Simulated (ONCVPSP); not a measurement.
## Logarithmic derivatives: caesium (Cs), ONCV

ONCVPSP 4.0.1 input, shortened (lines: element, Z, core and valence counts, functional; n l f; lmax; l rc ep ncon nbas qcut; lloc lpopt rc5 dvloc0; l nproj debl; icmod fcfact rcfact), LDA (Perdew-Zunger), scalar-relativistic:

```
  Cs 55.00    9    3        3      upf
    1    0    2.00
    2    0    2.00
    2    1    6.00
    3    0    2.00
    3    1    6.00
    3    2   10.00
    4    0    2.00
    4    1    6.00
    4    2   10.00
    5    0    2.00
    5    1    6.00
    5    2    1.00
    3
    0    2.05    0.00    4    8    3.50
    1    3.00    0.00    5    8    5.20
    2    4.00    0.00    4    8    2.70
    3    3.30    0.07    4    8    3.70
    4    5    1.30    0.00
    0    2    1.60
    1    2    3.90
    2    1    3.60
    3    2    1.20
    0    0.00    0.00
```

The phase is arctan(r·R′/R) of the radial function R(r), unwrapped; energies in Ha, scanned from -2 to 5 Ha. A pole is an energy at which the radial function vanishes at the test radius. The pseudo phase is shifted by a multiple of π to meet the all-electron one at the reference energy, and phase errors are pseudo minus all-electron; the curves can meet again beyond the range given. Levels narrower than the energy grid can be missing from the lists of poles. Where the grid stepped over a known ghost or core level, its pole and its step of π were put in at the level’s energy.

| channel | radius (bohr) | reference energy (Ha) | poles, all-electron | poles, pseudo | unbroken range about the reference energy with phases within 0.05 rad | phase error 1 Ha above the reference energy (rad) |
| --- | --- | --- | --- | --- | --- | --- |
| s | 2.08 | -0.99 | -0.03 | -1.24, -0.03 | above -1.2 | +0.000 |
| p | 3.05 | -0.50 | -0.30, 2.39 | -0.30, 2.36, 3.94 | below 0.6 | -0.032 |
| d | 4.07 | -0.02 | 0.22, 1.59, 3.80 | 0.22, 1.74, 2.34, 4.64 | below 0.5 | +0.093 |
| f | 3.36 | 0.07 | 0.41, 1.60, 3.91 | 0.41, 1.61, 3.38 | below 0.7 | +0.001 |

Note: ghosts flagged at negative energy: s at -33.7 eV; GHOST(+) flagged for d at 60.1 eV, p at 106.7 eV. A true bound ghost makes a file unfit for plane-wave use.

Phases in the d channel:

| E (Ha) | all-electron | pseudo |
| --- | --- | --- |
| -1.98 | 1.429 | 1.429 |
| -1.80 | 1.420 | 1.420 |
| -1.62 | 1.411 | 1.411 |
| -1.44 | 1.399 | 1.399 |
| -1.26 | 1.384 | 1.384 |
| -1.08 | 1.365 | 1.365 |
| -0.90 | 1.340 | 1.340 |
| -0.72 | 1.302 | 1.303 |
| -0.54 | 1.241 | 1.241 |
| -0.36 | 1.113 | 1.114 |
| -0.18 | 0.660 | 0.662 |
| 0.00 | -1.018 | -1.017 |
| 0.18 | -1.522 | -1.519 |
| 0.36 | -1.725 | -1.714 |
| 0.54 | -2.010 | -1.953 |
| 0.72 | -3.248 | -2.813 |
| 0.90 | -4.304 | -4.156 |
| 1.08 | -4.524 | -4.463 |
| 1.26 | -4.617 | -4.576 |
| 1.44 | -4.674 | -4.639 |
| 1.62 | -4.718 | -4.685 |
| 1.80 | -4.761 | -4.726 |
| 1.98 | -4.812 | -4.785 |
| 2.16 | -4.892 | -6.385 |
| 2.34 | -5.085 | -7.854 |
| 2.52 | -6.195 | -7.920 |
| 2.70 | -7.448 | -7.981 |
| 2.88 | -7.657 | -8.081 |
| 3.06 | -7.735 | -8.366 |
| 3.24 | -7.779 | -9.879 |
| 3.42 | -7.809 | -10.649 |
| 3.60 | -7.832 | -10.809 |
| 3.78 | -7.852 | -10.877 |
| 3.96 | -7.871 | -10.916 |
| 4.14 | -7.892 | -10.943 |
| 4.32 | -7.917 | -10.964 |
| 4.50 | -7.950 | -10.982 |
| 4.68 | -8.005 | -10.999 |
| 4.86 | -8.126 | -11.016 |
